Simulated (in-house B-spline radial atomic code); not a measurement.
Configurations of Fe V (Fe4+), with energies counted from [Ar] 3d4. All numbers are computed (Dirac-Hartree-Fock, average of configuration; Fermi nucleus of rms radius 3.7377 fm) with a radial B-spline atomic code at the basis-set limit, not measured. Energies include first-order Breit, QED and recoil terms.

Occupations are held fixed; configurations that lie above the ionisation limit could autoionise.

| configuration | E - E(ref) (eV) | highest orbital | its <r> (bohr) |
| --- | --- | --- | --- |
| [Ar] 3d3 4s1 | 21.752 | 4s1/2 | 2.064 |
| [Ar] 3d3 4p1 | 30.334 | 4p3/2 | 2.303 |
| [Ar] 3d3 5p1 | 49.961 | 5p3/2 | 4.359 |
| [Ar] 3d3 4f1 | 51.135 | 4f5/2 | 3.485 |
| [Ar] 3d3 7s1 | 61.966 | 7s1/2 | 9.529 |
| [Ar] 3d3 6f1 | 63.103 | 6f5/2 | 9.381 |
| [Ne] 3s2 3p5 3d4 4s1 | 79.664 | 4s1/2 | 2.061 |
| [Ne] 3s2 3p5 3d4 5s1 | 104.6 | 5s1/2 | 3.959 |
| [Ne] 3s2 3p5 3d4 5g1 | 117.07 | 5g9/2 | 5.494 |

**Question.** Order these further configurations by energy, lowest first.
A. [Ar] 3d3 7g1
B. [Ne] 3s2 3p5 3d4 6g1
C. [Ar] 3d3 6g1
D. [Ar] 3d3 6s1
E. [Ne] 3s2 3p5 3d4 7s1

**Answer.** D (56.788 eV), C (63.254 eV), A (65.761 eV), E (119.94 eV), B (121.23 eV).

**Question.** How far above the reference does [Ar] 3d3 7p1 lie?

**Answer.** 62.889 eV; its least bound orbital is 7p3/2 with <r> = 10.25 bohr.

**Question.** How far above the reference does [Ar] 3d3 5s1 lie?

**Answer.** 46.641 eV; its least bound orbital is 5s1/2 with <r> = 3.962 bohr.

**Question.** How far above the reference does [Ne] 3s2 3p5 3d4 7f1 lie?

**Answer.** 123.63 eV; its least bound orbital is 7f5/2 with <r> = 13.22 bohr.
